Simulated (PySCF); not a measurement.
PySCF job for C2H7NOSi2, SMILES CC1=N[SiH2]O[SiH2]1, B3LYP-D3(BJ)/def2-SVP. The structure is a stationary point at B3LYP-D3(BJ)/def2-SVP. This is a generated structure with no PubChem entry under its InChIKey; it may be hypothetical.

```python
import numpy as np
from pyscf import gto, scf, dft, df
from pyscf.hessian import thermo

mol = gto.M(
    atom='''
    C     0.67256249    2.51647060    0.00000000
    C     0.38868665    1.04137800    0.00000001
    N     1.32965015    0.16805622   -0.00000000
    Si    0.77092515   -1.51348896   -0.00000000
    O    -0.90739284   -1.33136904    0.00000000
    Si   -1.39254623    0.27468600   -0.00000000
    H     0.21621846    2.99372134    0.88470368
    H     0.21621846    2.99372134   -0.88470368
    H     1.75654257    2.70157353   -0.00000000
    H     1.23377060   -2.22218890    1.21970767
    H     1.23377060   -2.22218889   -1.21970766
    H    -2.18486433    0.61303515    1.21501683
    H    -2.18486433    0.61303515   -1.21501684
    ''',
    basis='def2-SVP',
    charge=0,
    spin=0,
    max_memory=1600,
    verbose=3,
)
mf = dft.RKS(mol, xc='b3lyp').density_fit(auxbasis='def2-universal-jkfit')
mf.disp = 'd3bj'
mf.grids.level = 3
mf.conv_tol = 1e-11
mf.max_cycle = 100
mf.kernel()

# [left out here: the lines that compute and print the analytic Hessian (its translational invariance restored by hand, since the grid's response is missing), thermochemistry and intensities]
```

Program output:

```
[...]
      11   H                -0.06 -0.30  0.00   -0.10 -0.16 -0.01   -0.18 -0.28 -0.02
      12   H                -0.06 -0.30 -0.00   -0.10 -0.16  0.01   -0.18 -0.28  0.02
Mode                                15                  16                  17
Irrep
Freq [cm^-1]                      924.5850            955.4629            970.3138
Reduced mass [au]                   1.7921              2.5079              1.0835
Force const [Dyne/A]                0.9026              1.3489              0.6011
Char temp [K]                    1330.2719           1374.6984           1396.0656
Normal mode                   x     y     z       x     y     z       x     y     z
       0   C                 0.02 -0.04  0.00    0.01 -0.00  0.00   -0.02  0.03  0.00
       1   C                 0.00  0.04 -0.00    0.00  0.01 -0.00   -0.00 -0.02 -0.00
       2   N                -0.02  0.02  0.00   -0.02 -0.01 -0.00    0.01 -0.03 -0.00
       3  Si                 0.07  0.01  0.00   -0.01  0.04  0.00    0.01 -0.01  0.00
       4   O                -0.12  0.02  0.00    0.11 -0.14  0.00    0.01  0.00 -0.00
       5  Si                 0.04  0.01 -0.00   -0.01  0.06 -0.00    0.03 -0.01 -0.00
       6   H                -0.06 -0.10 -0.01   -0.02 -0.03 -0.00    0.07  0.09  0.01
       7   H                -0.06 -0.10  0.01   -0.02 -0.03  0.00    0.07  0.09 -0.01
       8   H                -0.00  0.05 -0.00   -0.00  0.04 -0.00    0.00 -0.10 -0.00
       9   H                -0.18 -0.22 -0.04   -0.29 -0.27 -0.07   -0.17  0.28  0.22
      10   H                -0.18 -0.22  0.04   -0.29 -0.27  0.07   -0.17  0.28 -0.22
      11   H                -0.26 -0.31 -0.09   -0.08  0.09 -0.05   -0.38  0.21 -0.31
      12   H                -0.26 -0.31  0.09   -0.08  0.09  0.05   -0.38  0.21  0.31
Mode                                18                  19                  20
Irrep
Freq [cm^-1]                      999.4410           1005.2646           1005.3381
Reduced mass [au]                   1.1950              1.5567              1.7924
Force const [Dyne/A]                0.7033              0.9268              1.0673
Char temp [K]                    1437.9731           1446.3519           1446.4576
Normal mode                   x     y     z       x     y     z       x     y     z
       0   C                -0.03  0.04  0.00   -0.00  0.00 -0.13   -0.07  0.09  0.00
       1   C                -0.00 -0.04 -0.00   -0.00 -0.00  0.12   -0.01 -0.08 -0.00
       2   N                 0.02 -0.04  0.00    0.00 -0.00 -0.01    0.03 -0.10  0.00
       3  Si                -0.02  0.03 -0.00    0.00  0.00 -0.01    0.03  0.02  0.00
       4   O                -0.00  0.03  0.00   -0.00 -0.00  0.00   -0.02 -0.01 -0.00
       5  Si                 0.02 -0.02  0.00   -0.00  0.00 -0.01   -0.00  0.03  0.00
       6   H                 0.09  0.12  0.02   -0.05 -0.49  0.12    0.19  0.26  0.04
       7   H                 0.09  0.12 -0.02    0.05  0.49  0.12    0.19  0.26 -0.04
       8   H                -0.00 -0.13 -0.00   -0.00 -0.00  0.28   -0.01 -0.26 -0.00
       9   H                 0.33 -0.30 -0.32    0.00  0.03  0.01   -0.14  0.01  0.06
      10   H                 0.33 -0.30  0.32   -0.00 -0.03  0.01   -0.14  0.01 -0.06
      11   H                -0.20  0.11 -0.18    0.06  0.03  0.02    0.11 -0.25  0.15
      12   H                -0.20  0.11  0.18   -0.06 -0.03  0.02    0.11 -0.25 -0.15
Mode                                21                  22                  23
Irrep
Freq [cm^-1]                     1177.5171           1370.8093           1431.2600
Reduced mass [au]                   2.9009              1.3516              1.0584
Force const [Dyne/A]                2.3698              1.4965              1.2774
Char temp [K]                    1694.1849           1972.2893           2059.2645
Normal mode                   x     y     z       x     y     z       x     y     z
       0   C                 0.09  0.05 -0.00   -0.03 -0.14 -0.00   -0.05 -0.01 -0.00
       1   C                -0.15 -0.15  0.00    0.03  0.04  0.00    0.00 -0.02 -0.00
       2   N                 0.04  0.02  0.00   -0.01  0.00  0.00   -0.02  0.03 -0.00
       3  Si                -0.00  0.00 -0.00    0.00 -0.00  0.00    0.00 -0.00 -0.00
       4   O                -0.00  0.00  0.00   -0.00 -0.00 -0.00   -0.00  0.00  0.00
       5  Si                 0.02  0.01 -0.00   -0.00 -0.00 -0.00    0.00 -0.00  0.00
       6   H                -0.09  0.05 -0.09    0.15  0.46 -0.22    0.46 -0.20  0.35
       7   H                -0.09  0.05  0.09    0.15  0.46  0.22    0.46 -0.20 -0.35
       8   H                 0.02  0.49 -0.00   -0.11  0.38 -0.00   -0.11  0.42  0.00
       9   H                 0.02  0.01 -0.00   -0.00 -0.00 -0.00   -0.00 -0.01 -0.00
      10   H                 0.02  0.01  0.00   -0.00 -0.00  0.00   -0.00 -0.01  0.00
      11   H                -0.03 -0.05 -0.02    0.00  0.01 -0.00   -0.00  0.00 -0.00
      12   H                -0.03 -0.05  0.02    0.00  0.01  0.00   -0.00  0.00  0.00
Mode                                24                  25                  26
Irrep
Freq [cm^-1]                     1445.0903           1664.8741           2228.7997
Reduced mass [au]                   1.0446             10.1353              1.0297
Force const [Dyne/A]                1.2852             16.5519              3.0137
Char temp [K]                    2079.1632           2395.3832           3206.7465
Normal mode                   x     y     z       x     y     z       x     y     z
       0   C                -0.00  0.00  0.05    0.00 -0.02  0.00   -0.00 -0.00  0.00
       1   C                 0.00 -0.00  0.01   -0.14  0.16  0.00    0.00  0.00 -0.00
       2   N                -0.00  0.00  0.00    0.12 -0.12 -0.00   -0.00  0.00  0.00
       3  Si                 0.00 -0.00 -0.00   -0.00  0.00  0.00   -0.00  0.00  0.00
       4   O                -0.00  0.00  0.00    0.00 -0.00 -0.00   -0.00  0.00  0.00
       5  Si                 0.00 -0.00 -0.00   -0.00  0.00 -0.00   -0.03  0.01 -0.00
       6   H                -0.41 -0.23 -0.05    0.03 -0.06  0.04   -0.00  0.00  0.00
       7   H                 0.41  0.23 -0.05    0.03 -0.06 -0.04   -0.00  0.00 -0.00
       8   H                -0.00  0.00 -0.71   -0.02  0.08 -0.00    0.00 -0.00  0.00
       9   H                 0.00  0.00  0.00    0.02  0.02  0.01    0.03 -0.04  0.08
      10   H                -0.00 -0.00  0.00    0.02  0.02 -0.01    0.03 -0.04 -0.08
      11   H                 0.00  0.00  0.00   -0.00 -0.01 -0.00    0.35 -0.16 -0.57
      12   H                -0.00 -0.00  0.00   -0.00 -0.01  0.00    0.35 -0.16  0.57
Mode                                27                  28                  29
Irrep
Freq [cm^-1]                     2230.0841           2256.8281           2259.8074
Reduced mass [au]                   1.0531              1.0540              1.0297
Force const [Dyne/A]                3.0857              3.1629              3.0982
Char temp [K]                    3208.5945           3247.0731           3251.3597
Normal mode                   x     y     z       x     y     z       x     y     z
       0   C                -0.00 -0.00 -0.00   -0.00  0.00 -0.00   -0.00  0.00  0.00
       1   C                 0.00  0.00  0.00    0.00 -0.00  0.00    0.00 -0.00 -0.00
       2   N                -0.00  0.00 -0.00   -0.00  0.00  0.00   -0.00  0.00 -0.00
       3  Si                -0.00  0.00 -0.00   -0.00  0.00  0.04   -0.02  0.02 -0.00
       4   O                -0.00  0.00 -0.00   -0.00  0.00 -0.00   -0.00  0.00  0.00
       5  Si                -0.00  0.00  0.04    0.00 -0.00  0.00    0.00 -0.00 -0.00
       6   H                -0.00 -0.00  0.00   -0.00 -0.00  0.00    0.00  0.00 -0.00
       7   H                 0.00  0.00  0.00    0.00  0.00  0.00    0.00  0.00  0.00
       8   H                 0.00 -0.00 -0.00   -0.00  0.00  0.00   -0.00  0.00 -0.00
       9   H                 0.01 -0.02  0.02   -0.22  0.33 -0.56    0.21 -0.32  0.57
      10   H                -0.01  0.02  0.02    0.22 -0.33 -0.56    0.21 -0.32 -0.57
      11   H                 0.37 -0.15 -0.56    0.02 -0.01 -0.03   -0.05  0.02  0.08
      12   H                -0.37  0.15 -0.56   -0.02  0.01 -0.03   -0.05  0.02 -0.08
Mode                                30                  31                  32
Irrep
Freq [cm^-1]                     3015.9504           3086.3206           3135.6741
Reduced mass [au]                   1.0366              1.1005              1.1052
Force const [Dyne/A]                5.5554              6.1765              6.4026
Char temp [K]                    4339.2811           4440.5281           4511.5369
Normal mode                   x     y     z       x     y     z       x     y     z
       0   C                 0.00 -0.05  0.00   -0.00 -0.00 -0.09    0.09 -0.01 -0.00
       1   C                 0.00  0.00 -0.00   -0.00  0.00 -0.00    0.00 -0.00 -0.00
       2   N                -0.00  0.00 -0.00    0.00 -0.00 -0.00   -0.00  0.00 -0.00
       3  Si                -0.00  0.00 -0.00   -0.00  0.00 -0.00   -0.00 -0.00 -0.00
       4   O                -0.00 -0.00 -0.00   -0.00  0.00  0.00   -0.00  0.00 -0.00
       5  Si                 0.00 -0.00  0.00    0.00  0.00 -0.00   -0.00 -0.00  0.00
       6   H                -0.25  0.26  0.50   -0.28  0.29  0.53   -0.11  0.13  0.25
       7   H                -0.25  0.26 -0.50    0.28 -0.29  0.53   -0.11  0.13 -0.25
       8   H                 0.45  0.07  0.00    0.00  0.00 -0.01   -0.83 -0.14 -0.00
       9   H                -0.00 -0.00  0.00    0.00  0.00  0.00   -0.00  0.00 -0.00
      10   H                -0.00 -0.00 -0.00   -0.00 -0.00  0.00   -0.00  0.00  0.00
      11   H                -0.00  0.00  0.00   -0.00  0.00  0.00    0.00  0.00 -0.00
      12   H                -0.00  0.00 -0.00    0.00 -0.00  0.00    0.00  0.00  0.00
temperature 298.1500 [K]
pressure 101325.00 [Pa]
Rotational constants [GHz] 3.61650 2.21879 1.43407
Symmetry number 1
Zero-point energy (ZPE) 0.08806 [Eh]   231191.099 [J/mol]
                           tot       elec      trans        rot        vib
Entropy [J/mol/K]       349.915      0.000    168.165    116.006     65.743
Cv [J/mol/K]            115.256      0.000     12.472     12.472     90.313
Cp [J/mol/K]            123.570      0.000     20.786     12.472     90.313
Internal energy [J/mol]                      3718.434   3718.434 243041.904
Internal energy [Eh]   -789.08929  -789.18469
Enthalpy [J/mol]                             6197.391   3718.434 243041.904
Enthalpy [Eh]          -789.08835
Gibbs free energy [J/mol]                  -43941.071 -30868.789 223440.538
Gibbs free energy [Eh] -789.12808
mode   freq/cm-1   IR/(km/mol)
   1      120.48         1.343
   2      145.53         1.147
   3      195.43         0.765
   4      279.85         0.351
   5      352.34         5.831
   6      421.62         6.720
   7      462.69        22.074
   8      549.89         1.865
   9      625.06        59.777
  10      682.01        16.390
  11      696.39         5.041
  12      699.97        66.177
  13      702.64         3.248
  14      757.14        56.851
  15      797.68        26.555
  16      924.58       342.406
  17      955.46       232.947
  18      970.31       239.677
  19      999.44        30.130
  20     1005.26         2.893
  21     1005.34        54.515
  22     1177.52        12.278
  23     1370.81        11.079
  24     1431.26        19.751
  25     1445.09        12.772
  26     1664.87       146.998
  27     2228.80       138.577
  28     2230.08       122.634
  29     2256.83       156.374
  30     2259.81       100.991
  31     3015.95         7.663
  32     3086.32         7.462
  33     3135.67         7.987
max |gradient| / (hartree/bohr): 4.154897908161177e-05
APT charges: [-0.0831  0.2884 -0.8707  1.5595 -1.0311  1.2389  0.0081  0.0081  0.0055
 -0.2866 -0.2866 -0.2752 -0.2752]
```

The calculation finished and met its thresholds.
